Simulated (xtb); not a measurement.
H$_{2}$BO$_{3}$, doublet, geometry from GFN2-xTB; xtb with GFN0-xTB.

xtb was given this input:
```
$ xtb mol.xyz --gfn 0 --uhf 1 --etemp 10000 --json

# file mol.xyz
6

O      1.34790420    -0.49857345     0.00923664
B      0.12623520    -0.04669287     0.00086504
O     -0.94645583    -0.91561202    -0.00145748
O     -0.12278728     1.31111211    -0.00586961
H     -1.81315905    -0.50618699    -0.00774958
H     -1.04730568     1.56423828    -0.01185202
```

What the program printed (banner, timings and long lists left out):

```
   ID    Z sym.   atoms
    1    8 O      1, 3, 4
    2    5 B      2
    3    1 H      5, 6

           -------------------------------------------------
          |                Calculation Setup                |
           -------------------------------------------------

           -------------------------------------------------
          |                 G F N 0 - x T B                 |
           -------------------------------------------------

          ...................................................
          :                      SETUP                      :
          :.................................................:
          :  # basis functions                  20          :
          :  # atomic orbitals                  20          :
          :  # shells                           12          :
          :  # electrons                        23          :
          :  electronic temp.        10000.0000000     K    :
          :  accuracy                    1.0000000          :
          :  -> integral cutoff          0.2500000E+02      :
          :  -> integral neglect         0.1000000E-07      :
          ...................................................

         :::::::::::::::::::::::::::::::::::::::::::::::::::::
         ::                     SUMMARY                     ::
         :::::::::::::::::::::::::::::::::::::::::::::::::::::
         :: total energy             -12.334470804562 Eh    ::
         :: gradient norm              0.024339873728 Eh/a0 ::
         :: HOMO-LUMO gap              6.576578374128 eV    ::
         ::.................................................::
         :: H0 energy                -12.335950981892 Eh    ::
         :: repulsion energy           0.086440939078 Eh    ::
         :: electrostat energy        -0.050887505790 Eh    ::
         :: -> Gsolv                   0.000000000000 Eh    ::
         ::    -> Gsasa                0.000000000000 Eh    ::
         ::    -> Gshift               0.000000000000 Eh    ::
         :: dispersion energy         -0.000891021389 Eh    ::
         :: short-range corr.         -0.033182234569 Eh    ::
         :: add. restraining           0.000000000000 Eh    ::
         :: total charge              -0.000000000000 e     ::
         :::::::::::::::::::::::::::::::::::::::::::::::::::::

           -------------------------------------------------
          |                Property Printout                |
[...]
        14        0.0164           -0.1577280              -4.2920
        15        0.0053           -0.1215010              -3.3062
        16        0.0000            0.0946442               2.5754
        17        0.0000            0.1584001               4.3103
        18                          0.2349025               6.3920
        19                          0.3476073               9.4589
        20                          0.3586363               9.7590
      -------------------------------------------------------------
                  HL-Gap            0.2416848 Eh            6.5766 eV
             Fermi-level            0.0000000 Eh            0.0000 eV

     #   Z          covCN         q      C6AA      α(0)
     1   8 O        0.789    -0.214    18.258     5.733
     2   5 B        2.362     0.320    34.233    10.489
     3   8 O        1.592    -0.353    19.842     6.023
     4   8 O        1.592    -0.353    19.842     6.023
     5   1 H        0.806     0.300     0.721     1.333
     6   1 H        0.806     0.300     0.721     1.333

 Mol. C6AA /au·bohr⁶  :        423.642592
 Mol. C8AA /au·bohr⁸  :      10252.457038
 Mol. α(0) /au        :         30.934371

Wiberg/Mayer (AO) data.
largest (>0.10) Wiberg bond orders for each atom

 ---------------------------------------------------------------------------
     #   Z sym  total        # sym  WBO       # sym  WBO       # sym  WBO
 ---------------------------------------------------------------------------
     1   8 O    1.249 --     2 B    1.177
     2   5 B    3.121 --     1 O    1.177     4 O    0.971     3 O    0.971
     3   8 O    1.997 --     2 B    0.971     5 H    0.960
     4   8 O    1.997 --     2 B    0.971     6 H    0.960
     5   1 H    0.974 --     3 O    0.960
     6   1 H    0.974 --     4 O    0.960
 ---------------------------------------------------------------------------

Topologies differ in total number of bonds
Writing topology from bond orders to xtbtopo.mol

 dipole moment from electron density (au)
     X       Y       Z
  -2.7395   1.0133  -0.0188  total (Debye):    7.424

           -------------------------------------------------
          | TOTAL ENERGY              -12.334470804562 Eh   |
          | GRADIENT NORM               0.024339873728 Eh/α |
          | HOMO-LUMO GAP               6.576578374128 eV   |
           -------------------------------------------------

normal termination of xtb
```
